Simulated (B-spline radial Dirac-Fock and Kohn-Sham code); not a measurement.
**Elastic and transport cross sections of scandium for electrons**

Method: relativistic (Dirac) partial waves in the static field of the Dirac-Fock atom with Furness-McCarthy exchange, without polarisation or absorption potentials. Computed with a B-spline atomic structure program. σ_tr1 and σ_tr2 weight the cross section with 1 − P₁ and 1 − P₂ of cos θ; "backward" is the share scattered beyond 90°.

```csv
energy (eV),σ (a₀²),σ_tr1 (a₀²),σ_tr2 (a₀²),σ/σ_tr1,backward (%)
300,15.6,3.94,3.74,3.97,10
366,14.0,3.12,3.19,4.48,8.8
441,12.6,2.48,2.72,5.06,7.7
471,12.1,2.29,2.57,5.29,7.4
493,11.8,2.16,2.47,5.46,7.1
500,11.7,2.12,2.44,5.52,7.0
521,11.4,2.01,2.35,5.68,6.8
663,9.91,1.46,1.87,6.77,5.5
677,?,?,?,?,?
715,9.48,1.32,1.74,7.17,5.2
793,8.91,1.15,1.56,7.76,4.7
832,8.65,1.07,1.49,8.05,4.5
1000,7.73,0.831,1.22,9.30,3.7
1030,7.59,0.797,1.18,9.52,3.6
1410,6.21,0.507,0.823,12.3,2.5
1500,5.97,0.463,0.764,12.9,2.4
1620,5.67,0.413,0.696,13.7,2.2
1700,5.49,0.385,0.655,14.3,2.0
1780,5.33,0.359,0.619,14.8,1.9
1870,5.15,0.333,0.582,15.5,1.8
```

Question: Fill in the row for 677 eV.

Answer: σ = 9.79 a₀², σ_tr1 = 1.42 a₀², σ_tr2 = 1.83 a₀², σ/σ_tr1 = 6.88, backward 5.4 %. The ratio σ/σ_tr1 is roughly the number of elastic collisions that randomise the direction.
